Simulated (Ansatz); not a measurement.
A displaced shape of singlet NaI:

```yaml
atoms:
  - { symbol: Na, position_ang: [-0.0165, 0.0447, -2.2386] }
  - { symbol: I, position_ang: [0.0488, -0.0021, 0.4572] }
```

It was optimised with HF/def2-SVP (with the core potentials of the set past Kr) in Ansatz (development build ahead of 0.2.0) to forces under 0.001 eV/Å, with restricted orbitals. Each step stands on the lowest determinant of that kind that the program's search found.

(1) What shape does it relax to, and how does the optimisation go?

## Answers

(1)

```xyz
2

Na   -0.0173    0.0452   -2.2700
I     0.0496   -0.0027    0.4887
```

Bond lengths: Na1–I2 2.760 Å.

| step | E − E(start) (eV) | largest force (eV/Å) |
| --- | --- | --- |
| 1 | 0.0000 | 0.3102 |
| 2 | -0.0087 | 0.0802 |
| 3 | -0.0094 | 0.0076 |
| 4 | -0.0094 | 0.0002 |

The optimisation ended after 4 steps with its threshold met.
